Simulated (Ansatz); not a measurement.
The same group exchange along the group O, S, Se, Te.

Computed with Ansatz on PBE0-D4/def2-TZVP structures; ΔE is electronic, products minus reactants. CCSD(T)/CBS is the MP2 limit (def2-TZVPP, def2-QZVPP) plus CCSD(T) − MP2 in def2-TZVPP, frozen cores. This one scheme is used for every species. Functionals use def2-TZVPP. B3LYP here is the variant with VWN-RPA as its local correlation; programs differ in this. def2 core potentials past Kr. For Se, Te outer-core shells are correlated without core-valence functions, which leaves a few kJ/mol of doubt a bond. Scalar relativity is left out up to krypton. One conformer a species, not always the lowest.

```tsv
reaction	CCSD(T)/CBS(def2) (kcal/mol)
`O[SiH2]CCl` + SiH₄ → `[SiH3][SiH2]CCl` + H₂O	22.5
`S[SiH2]CCl` + SiH₄ → `[SiH3][SiH2]CCl` + H₂S	?
`ClC[SiH2][SeH]` + SiH₄ → `[SiH3][SiH2]CCl` + H₂Se	16.5
`ClC[SiH2][TeH]` + SiH₄ → `[SiH3][SiH2]CCl` + H₂Te	16.5
```

Problem. Fill in the missing values. (Best estimate.)

Solution. Ansatz gave: `S[SiH2]CCl` + SiH₄ → `[SiH3][SiH2]CCl` + H₂S: +14.9 kcal/mol.

Largest T1 diagnostic: 0.011, for `[SiH3][SiH2]CCl`.
